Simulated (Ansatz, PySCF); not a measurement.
Breaking a bond: K2, singlet.

- RKS-M06-2X = PySCF with restricted M06-2X/def2-SVP
- RKS-PBE = restricted PBE/def2-SVP in Ansatz (a quantum-chemistry and plane-wave program)
- UCCSD(T) = CCSD(T) on UHF/def2-SVP, 10 core orbitals frozen (PySCF)

Energies are in kcal/mol, each relative to the lowest point of its own curve near equilibrium.

```csv
R / Å,RKS-M06-2X,RKS-PBE,UCCSD(T)
3.19,4.5,6.2,7.0
3.39,2.0,3.3,4.0
3.57,0.7,1.5,2.1
3.74,0.1,0.5,0.9
3.91,0.0,0.1,0.2
4.01,0.2,0.0,0.0
4.10,0.4,0.1,0.0
4.23,1.0,0.3,0.1
4.38,1.8,0.8,0.5
4.67,3.8,2.1,1.7
4.99,6.3,3.9,3.5
5.37,9.2,6.2,5.7
5.96,13.7,9.6,8.5
6.63,18.0,12.9,10.3
7.22,21.2,15.1,11.0
7.98,24.4,17.2,11.3
8.85,27.1,18.7,11.5
9.85,29.1,19.6,11.6
10.70,30.3,20.0,11.6
12.02,31.6,20.3,11.7
```

At the longest distance, 12.02 Å, RKS-M06-2X lies highest above its minimum (31.6 kcal/mol) and UCCSD(T) lowest (11.7 kcal/mol).

The restricted form behind RKS-M06-2X, RKS-PBE keeps the bonding electrons paired and can't separate into open-shell fragments. The unrestricted determinant behind UCCSD(T) is spin-contaminated at 3.19 to 12.02 Å (<S²> up to 1.0, against 0.00 for a pure singlet).
